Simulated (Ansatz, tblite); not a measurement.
(BeF2)n off (charge -1): vertical IE (eV) at several levels, gas phase, relaxed structures; Ansatz, xTB through tblite. Clusters are the lowest isomers that short searches found in that spin, judged at the geometry's level. Raw xTB energies of ions are shifted by several eV. Singlets are spin-restricted. The spins of the ions were chosen, not always searched. The structures are stationary points that may keep the symmetry of their start. Remarks come from the PBE and PBE0 runs and from stability tests at other levels; not every state was tested. A HOMO above zero means that the electron is unbound at that level and held by the basis, or that self-interaction error raises the level; the energy of removing that electron tells which. HOMO above LUMO (over both spins in singlets and doublets, within one spin in higher multiplets; at PBE or PBE0), or a gap under 0.15 eV within one spin, warns that the state may not be the lowest or that an electron is smeared out.

```tsv
species	state	geometry	GFN2-xTB	PBE-D4/def2-TZVPD	r2SCAN-D4/def2-TZVPD	PBE0-D4/def2-TZVPD	remarks
BeF3⁻	singlet to doublet	r2SCAN-D4/def2-TZVPD	10.41	5.90	6.17	6.66	–
Be2F5⁻	singlet to doublet	PBE-D4/def2-SVPD	11.27	6.87	7.20	7.96	gap within one spin near zero at PBE or PBE0 (neutral doublet)
```

**Question.** Estimate the rows for BeF2⁻ (doublet to singlet, PBE-D4/def2-TZVPD geometry).

**Answer.** 
| species | state | geometry | GFN2-xTB | PBE-D4/def2-TZVPD | r2SCAN-D4/def2-TZVPD | PBE0-D4/def2-TZVPD | remarks |
| --- | --- | --- | --- | --- | --- | --- | --- |
| BeF2⁻ | doublet to singlet | PBE-D4/def2-TZVPD | 2.46 | 0.74 | 0.72 | 0.75 | HOMO above zero at PBE or PBE0 |

Over the 3 species that have every level, the mean is 8.05 at GFN2-xTB, 4.50 at PBE-D4/def2-TZVPD, 4.70 at r2SCAN-D4/def2-TZVPD, 5.12 at PBE0-D4/def2-TZVPD.
